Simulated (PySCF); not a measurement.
Computed shifts of a molecule CH4ClFOSi2, PBE/pcSseg-1 (PySCF), GIAO, gas phase, atoms alike by connectivity averaged where their shifts nearly agree, in ppm (number of nuclei): ¹³C: 300.9 (1). ²⁹Si: -33.4 (1), -38.7 (1). ¹⁹F: -252.7 (1). ¹H: 5.84 (1), 5.52 (1), 5.04 (1), 4.98 (1). References: ¹⁷O against H2O (σ = 334.3 ppm); ¹³C against TMS (σ = 182.0 ppm); ²⁹Si against TMS (σ = 335.4 ppm); ¹⁹F against CFCl3 (σ = 133.6 ppm); ³⁵Cl against HCl (σ = 936.5 ppm); ¹H against TMS (σ = 31.49 ppm), references at their B3LYP-D3(BJ)/def2-TZVP geometries, non-relativistic (without spin–orbit terms, shifts of atoms bonded to Cl or Br come out too high). The structure is a stationary point at PBE0-D3(BJ)/def2-SVP. Other conformers were not sampled.

Question: Which structure fits?
A. O=C([SiH3])[Si@@H](F)Cl
B. O=C([SiH2]F)[SiH2]Cl
C. F[Si@H]1C[Si@@H](Cl)O1
D. O=C[SiH2][Si@@H](F)Cl

Answer: B, O=C([SiH2]F)[SiH2]Cl
